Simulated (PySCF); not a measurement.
## Working out the electron affinity of Tc

Tc⁻ [Kr] 4d6 5s2 (5D) → Tc [Kr] 4d5 5s2 (6S). Calculation: PySCF 2.14, in aug-cc-pVDZ-PP with ECP28MDF (5s5p4d2f, 54 functions); a scalar-relativistic core potential. Frozen: 4s2 4p6. Energies in hartree (1 hartree = 27.21139 eV):

```json
{"part": "UHF", "Tc⁻ (lower)": "-79.810523", "Tc (upper)": "-79.847228"}
{"part": "CCSD correlation", "Tc⁻ (lower)": "-0.151126", "Tc (upper)": "-0.116144"}
{"part": "(T)", "Tc⁻ (lower)": "-0.007471", "Tc (upper)": "-0.003751"}
```

Question: What does Hartree-Fock give?

Answer: (-79.847228) − (-79.810523) = -0.036705 hartree = -0.999 eV.

Question: What do CCSD and CCSD(T) give?

Answer: The CCSD correlation energies differ by 0.034982 hartree = 0.952 eV and the triples by 0.003720 hartree = 0.101 eV, so CCSD gives -0.047 eV and CCSD(T) 0.054 eV.

A double-zeta basis recovers only part of the correlation energy.

The coupled-cluster amplitudes are large, so a single reference is strained.
